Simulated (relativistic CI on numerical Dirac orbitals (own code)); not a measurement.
# L2,3 absorption of cobalt in several valence states

Computed multiplet spectra 2p⁶3dⁿ → 2p⁵3dⁿ⁺¹ (Dirac-Coulomb-Breit ions, Slater integrals scaled by 0.8, an assumed crystal field that grows with the charge, no charge transfer; 300 K; Lorentzian 0.4 eV and Gaussian 0.3 eV FWHM at both edges, so that L2 comes out sharper than in experiment). Peaks over 5 % are given in eV from the highest peak in the L3 region of each spectrum (height, largest 100). S of the lowest state is read from ⟨S²⟩, and the branching ratio is the share of L3, cut at the minimum between the edges.

Field parameters in Wybourne normalisation: Td as Oh with Dq negative (B⁴₀ = 21Dq, B⁴₄ = √(5/14) B⁴₀). The field is a parameter set, without covalency.

- Co2+ (d7, Td, 10Dq = -5200 cm⁻¹): S = 1.50, high spin, branching ratio 0.76; peaks 0.0 (100), 0.5 (95), 1.0 (88), 2.8 (25), 4.2 (15), 15.7 (58), 17.6 (12), 18.5 (9)
- Co4+ (d5, Td, 10Dq = -8200 cm⁻¹): S = 2.50, high spin, branching ratio 0.76; peaks -2.4 (9), 0.0 (100), 1.5 (41), 4.0 (7), 4.8 (12), 13.9 (11), 14.8 (17), 16.5 (20), 17.1 (23)
- Co5+ (d4, Td, 10Dq = -9750 cm⁻¹): S = 2.00, high spin, branching ratio 0.70; peaks -4.2 (7), -3.5 (10), -3.0 (11), -2.1 (15), 0.0 (100), 0.9 (80), 2.7 (47), 3.3 (46), 3.9 (41), 7.7 (6), 9.8 (26), 11.6 (17), 13.1 (17), 15.6 (31), 16.3 (29), 16.9 (24), 17.4 (23), 18.4 (11), 19.3 (11)

Q: What spin state follows for Co3+ in Td, 10Dq = -6700 cm⁻¹, and does its branching ratio lie nearer 2/3 or nearer 0.8?

A: Co3+ (d6, Td, 10Dq = -6700 cm⁻¹): S = 2.00, high spin, branching ratio 0.75; peaks -3.1 (10), -0.7 (99), 0.0 (100), 0.9 (63), 2.7 (32), 4.4 (13), 12.9 (12), 13.9 (27), 14.5 (28), 14.8 (28), 15.4 (31), 16.8 (11), 17.9 (10), 18.5 (7). High-spin states, above all those with an unquenched orbital moment, raise the ratio above the statistical 2/3; low spin and nearly empty shells keep it near or below 2/3.

The centroid of the whole edge, which also moves with the branching ratio, lies at 784.9 (Co2+), 787.6 (Co3+), 791.2 (Co4+), 795.7 (Co5+) eV in this ionic model, in steps of 2.7 to 4.5 eV. Compounds show about 1 to 2 eV a unit and lower energies for the high valences, since ligands screen the charge. The multiplet shape follows the d count and the spin state, and so serves as a fingerprint of valence.
